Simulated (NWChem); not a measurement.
System: C2H4N cation; SMILES CC#[NH+]

Here is an NWChem input.

```
start job
memory heap 200 mb stack 900 mb global 1100 mb
charge 1
geometry units angstroms noautoz
  C     -0.000063    -1.265084    -0.000052
  C     -0.000136     0.165839    -0.000311
  N     -0.000180     1.311978    -0.000859
  H     -0.708650    -1.626166    -0.764217
  H     -0.307489    -1.626255     0.995663
  H      1.016039    -1.626079    -0.231670
  H     -0.000336     2.329171    -0.002272
end
basis spherical
  * library 6-31g*
end
dft
  xc xperdew91 perdew91
  iterations 150
  mulliken
end
task dft energy
```

Output (shortened):

```
             Northwest Computational Chemistry Package (NWChem) 7.3.0
             --------------------------------------------------------

 C3  symmetry detected

                             Geometry "geometry" -> ""
                             -------------------------

 Output coordinates in angstroms (scale by  1.889725989 to convert to a.u.)

  No.       Tag          Charge          X              Y              Z
 ---- ---------------- ---------- -------------- -------------- --------------
    1 C                    6.0000     0.00000000    -0.00000000     1.26678176
    2 C                    6.0000    -0.00000000     0.00000000    -0.16414124
    3 N                    7.0000    -0.00000000     0.00000000    -1.31028036
    4 H                    1.0000     0.30948909    -0.99511510     1.62786440
    5 H                    1.0000    -1.01653950     0.22953213     1.62786440
    6 H                    1.0000     0.70705041     0.76558297     1.62786440
    7 H                    1.0000     0.00000000    -0.00000000    -2.32747380

 Effective nuclear repulsion energy (a.u.)      65.3854757218

      Symmetry information
      --------------------

 Group name             C3
 Group number              5
 Group order               3
 No. of unique centers     5

  perdew91 is a nonlocal functional; adding pw91lda local functional.

                                 NWChem DFT Module
                                 -----------------

 Summary of "ao basis" -> "ao basis" (spherical)
 ------------------------------------------------------------------------------
       Tag                 Description            Shells   Functions and Types
 ---------------- ------------------------------  ------  ---------------------
 C                           6-31g*                  6       14   3s2p1d
 N                           6-31g*                  6       14   3s2p1d
 H                           6-31g*                  2        2   2s

      Symmetry analysis of basis
      --------------------------

        a          22
        e+         14
        e-         14

  Rotation of axis

            General Information
            -------------------
          SCF calculation type: DFT
          Wavefunction type:  closed shell.
          No. of atoms     :     7
          No. of electrons :    22
           Alpha electrons :    11
            Beta electrons :    11
          Charge           :     1
          Spin multiplicity:     1
          Use of symmetry is: on ; symmetry adaption is: on
          Maximum number of iterations: 150
          AO basis - number of functions:    50
                     number of shells:    26
          Convergence on energy requested:  1.00D-06
          Convergence on density requested:  1.00D-05
          Convergence on gradient requested:  5.00D-04

              XC Information
              --------------
                 Perdew 1991   Exchange Functional  1.000
                Perdew 1991 Correlation Functional  1.000 non-local
            Perdew 1991 LDA Correlation Functional  1.000 local

             Grid Information
             ----------------
          Grid used for XC integration:  medium
          Radial quadrature: Mura-Knowles
          Angular quadrature: Lebedev.
          Tag              B.-S. Rad. Rad. Pts. Rad. Cut. Ang. Pts.
          ---              ---------- --------- --------- ---------
          C                   0.70       49          10.0       434
          N                   0.65       49           8.0       434
          H                   0.35       45          10.0       434
          Grid pruning is: on
          Number of quadrature shells:   237
          Spatial weights used:  Erf1

      Superposition of Atomic Density Guess
      -------------------------------------

 Sum of atomic energies:        -131.60717670

 Renormalizing density from      23.00 to     22

      Non-variational initial energy
      ------------------------------

 Total energy =    -129.202178
 1-e energy   =    -292.070659
 2-e energy   =      97.483005
 HOMO         =      -0.795460
 LUMO         =      -0.325350

      Symmetry analysis of molecular orbitals - initial
      -------------------------------------------------

  Numbering of irreducible representations:

     1 a           2 e+          3 e-

  Orbital symmetries:

     1 a           2 a           3 a           4 a           5 a
     6 a           7 a           8 e+          9 e+         10 e+
    11 e+         12 e+         13 e+         14 a          15 a
    16 a          17 e+         18 e+         19 a          20 a
    21 e+

     ---------------------------------------------
      Total Density - Mulliken Population Analysis
     ---------------------------------------------

    Atom       Charge   Shell Charges
 -----------   ------   -------------------------------------------------------
    1 C    6     6.87   2.00  0.78  2.31  0.67  1.09  0.03
    2 C    6     5.19   2.00  0.79  1.68  0.35  0.30  0.07
    3 N    7     7.75   2.00  0.87  2.79  0.94  1.13  0.03
    4 H    1     0.58   0.41  0.18
    5 H    1     0.58   0.41  0.18
    6 H    1     0.58   0.41  0.18
    7 H    1     0.44   0.33  0.11

   convergence    iter        energy       DeltaE   RMS-Dens  Diis-err
 ---------------- ----- ----------------- --------- --------- ---------
 d= 0,ls=0.0,diis     1   -132.9238361273 -1.98D+02  2.20D-02  8.29D-01
 d= 0,ls=0.0,diis     2   -132.6777637968  2.46D-01  1.99D-02  2.79D+00
 d= 0,ls=0.0,diis     3   -132.9513183188 -2.74D-01  7.07D-03  4.25D-01
 d= 0,ls=0.0,diis     4   -133.0004891935 -4.92D-02  1.62D-03  1.51D-02
 d= 0,ls=0.0,diis     5   -133.0024647809 -1.98D-03  2.90D-04  3.89D-04
  Resetting Diis
 d= 0,ls=0.0,diis     6   -133.0024994462 -3.47D-05  1.24D-04  9.20D-05
 d= 0,ls=0.0,diis     7   -133.0025114597 -1.20D-05  4.15D-05  1.69D-06
 d= 0,ls=0.0,diis     8   -133.0025112721  1.88D-07  2.35D-05  3.19D-06
 d= 0,ls=0.0,diis     9   -133.0025116593 -3.87D-07  7.20D-06  4.26D-07

         Total DFT energy =     -133.002511659295
      One electron energy =     -301.490986027973
           Coulomb energy =      121.947326072843
    Exchange-Corr. energy =      -18.844327425995
 Nuclear repulsion energy =       65.385475721830

 Numeric. integr. density =       22.000003485781

                  Occupations of the irreducible representations
                  ----------------------------------------------

                     irrep           alpha         beta
                     --------     --------     --------
                     a                 7.0          7.0
                     e+                4.0          4.0
                     e-                0.0          0.0

                       DFT Final Molecular Orbital Analysis
                       ------------------------------------

 Vector    9  Occ=2.000000D+00  E=-6.551193D-01  Symmetry=e+
              MO Center= -8.8D-02,  2.3D-02,  3.0D-01, r^2= 2.1D+00
   Bfn.  Coefficient  Atom+Function         Bfn.  Coefficient  Atom+Function
  ----- ------------  ---------------      ----- ------------  ---------------
    17      0.337486  2 C  px                 3      0.326072  1 C  px
    31      0.302086  3 N  px                45     -0.171503  5 H  s
     7      0.157849  1 C  px                35      0.153921  3 N  px
    21      0.124417  2 C  px                47      0.088568  6 H  s
    46     -0.084379  5 H  s                 43      0.082935  4 H  s

 Vector   10  Occ=2.000000D+00  E=-5.802946D-01  Symmetry=e+
              MO Center= -1.1D-01, -2.9D-02,  1.3D-01, r^2= 2.7D+00
   Bfn.  Coefficient  Atom+Function         Bfn.  Coefficient  Atom+Function
  ----- ------------  ---------------      ----- ------------  ---------------
    31      0.384315  3 N  px                 3     -0.299572  1 C  px
    35      0.234987  3 N  px                45      0.201007  5 H  s
    17      0.194757  2 C  px                32     -0.188420  3 N  py
     7     -0.154367  1 C  px                 4      0.146873  1 C  py
    43     -0.141954  4 H  s                 46      0.128951  5 H  s

 Vector   11  Occ=2.000000D+00  E=-5.802946D-01  Symmetry=e+
              MO Center=  1.1D-01,  2.9D-02,  1.3D-01, r^2= 2.7D+00
   Bfn.  Coefficient  Atom+Function         Bfn.  Coefficient  Atom+Function
  ----- ------------  ---------------      ----- ------------  ---------------
    32      0.384315  3 N  py                 4     -0.299572  1 C  py
    36      0.234987  3 N  py                47     -0.198009  6 H  s
    18      0.194757  2 C  py                31      0.188420  3 N  px
     8     -0.154367  1 C  py                43      0.150145  4 H  s
     3     -0.146873  1 C  px                48     -0.127027  6 H  s

 Vector   12  Occ=0.000000D+00  E=-2.898292D-01  Symmetry=e+
              MO Center=  3.1D-03,  4.8D-02, -3.3D-01, r^2= 1.9D+00
   Bfn.  Coefficient  Atom+Function         Bfn.  Coefficient  Atom+Function
  ----- ------------  ---------------      ----- ------------  ---------------
    17      0.494466  2 C  px                21      0.478380  2 C  px
    35     -0.437288  3 N  px                31     -0.381076  3 N  px
    48     -0.275188  6 H  s                 18      0.260503  2 C  py
    22      0.252028  2 C  py                36     -0.230380  3 N  py
    46      0.221961  5 H  s                 32     -0.200765  3 N  py

[...]
```

Level: PW91/6-31G* (spherical d). Coordinates come from a PBE0/def2-SVP optimisation.
